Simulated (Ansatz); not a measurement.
C$_{4}$H$_{11}$Al, SMILES `CC[CH2][AlH][CH3]`, relaxed with RKS PBE-D4/def2-SVP in Ansatz 0.2.0 from a rough embedded geometry. The force threshold is 0.03 eV/Å; the program also tests the step.

Total charge 0; spin multiplicity 1.

Start:

```xyz
16

C     0.700    0.272    1.818
C     1.243   -0.432    0.558
C     0.236   -1.423   -0.097
Al   -1.086   -0.525   -1.214
C    -1.171    1.451   -1.407
H     0.362   -0.516    2.530
H     1.424    0.936    2.225
H    -0.213    0.828    1.492
H     2.152   -0.960    0.845
H     1.575    0.359   -0.188
H    -0.220   -2.036    0.658
H     0.848   -2.055   -0.816
H    -2.294   -1.425   -1.977
H    -0.235    1.807   -1.869
H    -1.320    1.961   -0.421
H    -2.000    1.759   -2.137
```

```csv
step,energy (eV),largest force (eV/Å),largest move (Å)
1,-10909.0892,2.150,0.000
2,-10909.3376,0.737,0.087
3,-10909.3667,0.118,0.048
4,-10909.3708,0.068,0.034
5,-10909.3741,0.093,0.078
6,-10909.3762,0.068,0.084
7,-10909.3777,0.115,0.107
8,-10909.3791,0.150,0.061
9,-10909.3806,0.161,0.059
10,-10909.3821,0.137,0.060
11,-10909.3836,0.115,0.056
12,-10909.3850,0.097,0.073
13,-10909.3862,0.071,0.067
14,-10909.3870,0.022,0.053
15 (rejected),-10909.3869,0.112,0.088
16,-10909.3874,0.021,0.043
17 (rejected),-10909.3865,0.160,0.092
18,-10909.3877,0.009,0.025
19,-10909.3878,0.048,0.049
20,-10909.3878,0.026,0.009
```

End:

```xyz
16

C     0.707    0.262    1.737
C     1.323   -0.483    0.550
C     0.315   -1.385   -0.182
Al   -1.212   -0.482   -1.062
C    -1.223    1.454   -1.430
H     0.290   -0.447    2.483
H     1.448    0.901    2.260
H    -0.125    0.925    1.411
H     2.192   -1.079    0.911
H     1.753    0.259   -0.161
H    -0.083   -2.164    0.510
H     0.826   -1.974   -0.982
H    -2.463   -1.372   -1.547
H    -0.242    1.943   -1.255
H    -1.964    1.964   -0.772
H    -1.540    1.676   -2.472
```

Run time 15 s (4 threads of an AMD EPYC 9R45 on a shared host); peak host memory 0.19 GiB.
